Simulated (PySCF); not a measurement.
This PySCF input asks for the NMR shieldings of SMILES CCCP1C[C@H]1CC, C₇H₁₅P; the geometry comes from GFN2-xTB.

```python
import basis_set_exchange as bse
import numpy as np
from pyscf import gto, dft
from pyscf.prop import nmr

atoms = """
C    -2.452465    1.301467    0.273034
C    -2.895308   -0.070198   -0.216476
C    -1.772870   -1.099940   -0.117323
P    -0.336895   -0.680484   -1.246545
C     0.994942   -1.612431   -0.374675
C     0.920884   -0.158751    0.010481
C     2.048733    0.755739   -0.406879
C     3.255511    0.588940    0.513206
H    -1.603057    1.649054   -0.313540
H    -2.155877    1.258461    1.319288
H    -3.259110    2.023892    0.173764
H    -3.221314    0.005600   -1.256604
H    -3.748633   -0.413375    0.375171
H    -2.149066   -2.078531   -0.433053
H    -1.425110   -1.185546    0.915404
H     1.838708   -1.912826   -0.982666
H     0.704335   -2.358540    0.353582
H     0.541352    0.053154    1.006645
H     2.335695    0.527647   -1.436375
H     1.709518    1.794450   -0.378117
H     2.985450    0.826852    1.540173
H     4.063722    1.249153    0.208079
H     3.616104   -0.436803    0.483502
"""
names = dict.fromkeys(["C", "P", "H"], "pcSseg-1")
basis = {el: gto.basis.parse(bse.get_basis(n, elements=[el], fmt="nwchem")) for el, n in names.items()}
mol = gto.M(atom=atoms, basis=basis, charge=0, verbose=0)
mf = dft.RKS(mol, xc="PBE0")
mf.grids.level = 2
mf.grids.alignment = dft.numint.BLKSIZE   # the property module wants whole blocks of grid points
mf.conv_tol = 1e-9
mf.kernel()

calc = nmr.RKS(mf)   # GIAO
C = mf.mo_coeff
Co = C[:, mf.mo_occ > 0]
resp = mf.gen_response(singlet=True, hermi=2)
def vind(x):   # induced exchange potential for any number of trial vectors
    d = np.einsum("pi,xij,qj->xpq", C, 2 * x.reshape(-1, C.shape[1], Co.shape[1]), Co, optimize=True)
    return np.einsum("xpq,pi,qj->xij", resp(d - d.transpose(0, 2, 1)), C, Co, optimize=True).ravel()
mo1, _ = nmr.rhf.solve_mo1(calc, with_cphf=vind)
sigma = calc.kernel(mo1)
for i, s in enumerate(sigma):   # ppm
    w = np.linalg.eigvalsh((s + s.T) / 2)
    print("%2d %-2s iso %8.1f  s11 %8.1f  s22 %8.1f  s33 %8.1f" % (i, mol.atom_pure_symbol(i), w.mean(), *w))
```

Problem. What are the results?

Solution. 
```
 0 C  iso    170.3  s11    160.0  s22    168.3  s33    182.5
 1 C  iso    161.8  s11    155.1  s22    159.2  s33    171.2
 2 C  iso    147.5  s11    126.3  s22    149.0  s33    167.2
 3 P  iso    564.8  s11    343.8  s22    411.8  s33    938.6
 4 C  iso    171.0  s11    144.9  s22    165.4  s33    202.6
 5 C  iso    155.2  s11    106.5  s22    156.1  s33    203.2
 6 C  iso    155.4  s11    142.8  s22    150.8  s33    172.5
 7 C  iso    169.9  s11    156.9  s22    164.9  s33    188.1
 8 H  iso     30.1  s11     25.0  s22     31.4  s33     33.8
 9 H  iso     31.1  s11     27.1  s22     29.6  s33     36.7
10 H  iso     30.5  s11     25.7  s22     27.6  s33     38.4
11 H  iso     30.2  s11     25.7  s22     28.6  s33     36.4
12 H  iso     30.0  s11     24.2  s22     28.0  s33     37.8
13 H  iso     29.9  s11     23.7  s22     29.6  s33     36.3
14 H  iso     31.7  s11     26.8  s22     31.8  s33     36.4
15 H  iso     31.2  s11     25.9  s22     27.1  s33     40.6
16 H  iso     30.8  s11     24.9  s22     27.9  s33     39.7
17 H  iso     30.8  s11     24.9  s22     30.2  s33     37.3
18 H  iso     31.3  s11     25.4  s22     31.5  s33     36.9
19 H  iso     29.5  s11     23.3  s22     29.8  s33     35.3
20 H  iso     30.7  s11     26.4  s22     29.0  s33     36.7
21 H  iso     30.6  s11     25.6  s22     27.3  s33     38.8
22 H  iso     30.6  s11     25.4  s22     30.4  s33     35.9
```

These numbers come from an equivalent density-fitted implementation of the same equations, which agrees with the script to about 0.01 ppm for H and up to a few tenths of a ppm for heavy atoms, so last digits may differ.

Size and cost of the density-fitted run: 218 basis functions, 46 s wall time on 1 thread of an Arm Neoverse V1, shared host; peak memory 1 GiB.
